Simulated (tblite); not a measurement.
Species: C4H11AsSi2.
Numbering: `[SiH3:1][As:2]([SiH3:3])[C@:4]12[CH2:5][C@H:6]1[CH2:7]2` (hydrogens: H8, H9, H10 on Si1; H11, H12, H13 on Si3; H14, H15 on C5; H16 on C6; H17, H18 on C7)

Computed with GFN2-xTB (tblite), gas phase: L-BFGS steps from a force-field or distance-geometry start until the largest atomic force falls under 0.01 eV/Å.

Step 5: E = -541.9110 eV
```
atom  x, y, z in Å  |  force x, y, z in eV/Å
Si1     1.2013    2.1152    0.3400   -0.084  -0.236   0.129
As2     0.8297   -0.0023    1.3019   -0.675  -0.149  -0.125
Si3     2.2954   -1.3144    0.0004   -0.243   0.125   0.106
C4     -0.9343   -0.3554    0.4108   -0.114  -0.066  -0.197
C5     -1.6746    0.6856   -0.3773    0.020   0.141  -0.269
C6     -2.4401   -0.4289    0.2501    0.678   0.125   0.559
C7     -1.5919   -1.5194   -0.3007    0.384  -0.075  -0.106
H8      1.1577    2.2816   -1.1299   -0.004  -0.079   0.202
H9      2.5332    2.5087    0.8119    0.062   0.060  -0.049
H10     0.2325    3.0615    0.9243    0.087  -0.012  -0.067
H11     1.7060   -2.4827   -0.6811    0.006   0.175   0.083
H12     3.0992   -0.5691   -0.9868   -0.077  -0.063   0.044
H13     3.2158   -1.8162    1.0313    0.114  -0.080  -0.079
H14    -1.4957    0.7541   -1.4482   -0.430  -0.144  -0.086
H15    -1.7572    1.6521    0.0946   -0.094   0.300   0.029
H16    -3.3069   -0.4550    0.9071    0.503   0.085  -0.323
H17    -1.6167   -2.4657    0.2160    0.049  -0.256   0.152
H18    -1.4622   -1.6434   -1.3757   -0.183   0.149  -0.001
```

Step 6: E = -541.9788 eV
```
atom  x, y, z in Å  |  force x, y, z in eV/Å
Si1     1.2035    2.1036    0.3469   -0.231  -0.222   0.074
As2     0.8052   -0.0095    1.3334   -0.340  -0.089  -0.283
Si3     2.2905   -1.3087    0.0096   -0.390   0.157  -0.062
C4     -0.9202   -0.3499    0.4144    0.014  -0.109  -0.500
C5     -1.6676    0.6881   -0.3862    0.011   0.094  -0.149
C6     -2.4033   -0.4251    0.2716    0.125   0.064   0.288
C7     -1.5805   -1.5199   -0.3031    0.386  -0.066  -0.061
H8      1.1582    2.2831   -1.1266   -0.008  -0.138   0.276
H9      2.5279    2.5095    0.8067    0.184   0.068   0.006
H10     0.2377    3.0621    0.9209    0.087  -0.033  -0.061
H11     1.7047   -2.4822   -0.6812    0.022   0.259   0.136
H12     3.1000   -0.5723   -0.9874   -0.147  -0.068   0.108
H13     3.2134   -1.8154    1.0191    0.235  -0.141   0.081
H14    -1.5281    0.7520   -1.4647   -0.312  -0.165   0.045
H15    -1.7669    1.6507    0.0907   -0.031   0.323  -0.029
H16    -3.2901   -0.4504    0.8930    0.409   0.075  -0.131
H17    -1.6162   -2.4670    0.2166    0.105  -0.187   0.089
H18    -1.4770   -1.6422   -1.3850   -0.120   0.179   0.172
```

Step 7: E = -542.0204 eV
```
atom  x, y, z in Å  |  force x, y, z in eV/Å
Si1     1.2016    2.0928    0.3532   -0.181  -0.161   0.080
As2     0.7789   -0.0164    1.3435    0.007  -0.035  -0.232
Si3     2.2813   -1.3024    0.0153   -0.320   0.136  -0.033
C4     -0.9106   -0.3474    0.4087    0.235  -0.062  -0.596
C5     -1.6644    0.6926   -0.3932   -0.024   0.043  -0.010
C6     -2.3753   -0.4219    0.2899   -0.222  -0.029  -0.085
C7     -1.5676   -1.5228   -0.3045    0.223  -0.015   0.032
H8      1.1581    2.2809   -1.1194   -0.016  -0.168   0.266
H9      2.5278    2.5112    0.8034    0.149   0.026   0.013
H10     0.2422    3.0619    0.9177    0.062  -0.029  -0.039
H11     1.7039   -2.4770   -0.6788   -0.007   0.245   0.130
H12     3.0975   -0.5753   -0.9859   -0.179  -0.051   0.128
H13     3.2162   -1.8176    1.0127    0.189  -0.111   0.076
H14    -1.5529    0.7473   -1.4745   -0.247  -0.142   0.071
H15    -1.7727    1.6564    0.0879    0.028   0.212  -0.115
H16    -3.2717   -0.4463    0.8821    0.213   0.055   0.110
H17    -1.6135   -2.4719    0.2192    0.165  -0.062   0.003
H18    -1.4877   -1.6378   -1.3887   -0.074   0.149   0.201
```

Q: Estimate the geometry and energy of step 8. (The exact step hangs on the optimiser's Hessian estimate; all steps are aligned on step 7, rigid shifts and turns removed.)

A: E = -542.0484 eV, largest force 0.565 eV/Å
```
atom  x, y, z in Å  |  force x, y, z in eV/Å
Si1     1.1977    2.0833    0.3588   -0.033  -0.082   0.121
As2     0.7627   -0.0213    1.3454    0.208  -0.004  -0.138
Si3     2.2703   -1.2961    0.0188   -0.130   0.087   0.092
C4     -0.9002   -0.3466    0.3943    0.257   0.026  -0.503
C5     -1.6631    0.6960   -0.3972   -0.073   0.005   0.030
C6     -2.3609   -0.4206    0.2983   -0.205  -0.063  -0.305
C7     -1.5563   -1.5245   -0.3041    0.029  -0.003   0.056
H8      1.1578    2.2764   -1.1102   -0.026  -0.182   0.209
H9      2.5301    2.5125    0.8015    0.048  -0.028  -0.003
H10     0.2460    3.0613    0.9151    0.026  -0.013  -0.010
H11     1.7032   -2.4695   -0.6751   -0.059   0.180   0.094
H12     3.0925   -0.5780   -0.9826   -0.184  -0.020   0.116
H13     3.2210   -1.8208    1.0098    0.071  -0.044  -0.008
H14    -1.5727    0.7418   -1.4795   -0.214  -0.101   0.043
H15    -1.7757    1.6636    0.0838    0.073   0.089  -0.167
H16    -3.2571   -0.4427    0.8782    0.044   0.032   0.288
H17    -1.6086   -2.4759    0.2207    0.212   0.030  -0.042
H18    -1.4955   -1.6324   -1.3876   -0.044   0.091   0.128
```

The energy changes by -0.0280 eV. The first-order estimate −F·Δx gives -0.0378 eV and the mean of the old and new forces, exact on a quadratic surface, -0.0281 eV. The step makes an angle of 50° with the force vector and moves no atom by more than 0.021 Å.

The cost below is that of the whole relaxation. On one thread, Arm Neoverse N1 (aarch64), on a shared host, this took 3.0 s of wall time.
